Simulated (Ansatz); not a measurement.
`O[Si](F)(Cl)CS` + H₂ → `O[SiH](F)CS` + HCl  (hydrogenolysis of the Si–Cl bond)

Gas-phase electronic energies from Ansatz, PBE0-D4/def2-TZVP geometries. CBS: MP2 limit from def2 TZ/QZ plus the TZ coupled-cluster correction, frozen cores. This one scheme is used for every species. DFT in def2-TZVPP. B3LYP here is the variant with VWN-RPA as its local correlation; programs differ in this. Each species was taken in one conformer, which may not be the lowest.

CCSD(T)/CBS gives +92.3 kJ/mol.

Task: Another level gave +86.6 kJ/mol. Which?
A. PBE/def2-TZVPP
B. B3LYP/def2-TZVPP
C. ωB97X-V/def2-TZVPP
D. r2SCAN/def2-TZVPP

Result: A. PBE 86.6, r2SCAN 97.6, ωB97X-V 92.4, B3LYP 82.0 kJ/mol.

Largest T1 diagnostic among the species: 0.011.

In def2-TZVPP, CCSD(T) changes the Hartree–Fock value by +9.7 kJ/mol (the triples alone add +3.6 kJ/mol) and MP2 by +19.7 kJ/mol. The D4 term adds +10.9 kJ/mol with B3LYP and +5.9 kJ/mol with PBE0; it sums over pairs of atoms, weighted by their polarisabilities, and B3LYP, whose exchange is more repulsive, gets the larger term.
